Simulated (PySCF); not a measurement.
Molecule: CH6O3Sn, net charge 0, singlet state. 
Structure (B3LYP-D3(BJ)/def2-TZVP (Ansatz) minimum search):
```xyz
11

C      2.1277    -0.2690    -0.1885
Sn     0.0250    -0.0032    -0.0022
O     -0.9810    -0.9209    -1.4323
O     -0.5051     1.8974    -0.0825
O     -0.6754    -0.7032     1.7063
H      2.3847    -0.2986    -1.2448
H      2.6303     0.5648     0.2961
H      2.4062    -1.2044     0.2912
H     -1.6947    -1.4630    -1.0779
H     -1.2189     2.0445    -0.7130
H     -1.2304    -0.0576     2.1580
```
Charge 0, spin multiplicity 1.

Dispersion corrections to the total energy (kcal/mol) from the dftd3 and dftd4 libraries through PySCF: D3(BJ) without and D4 with the three-body term, each with the damping fitted for the functional named.

| functional | D3(BJ) | D4 |
|---|---|---|
| B2PLYP | -4.17 | -3.39 |
| PBE | -4.57 | -4.87 |
| BP86 | … | -6.67 |
| r2SCAN | -1.33 | … |
| TPSS | -5.88 | -6.51 |
| revPBE | -10.88 | -13.20 |
| HSE06 | -3.36 | … |

Problem. What belongs in the gaps?

Solution. 
- BP86, D3(BJ): -7.95
- r2SCAN, D4: -1.22
- HSE06, D4: -3.90
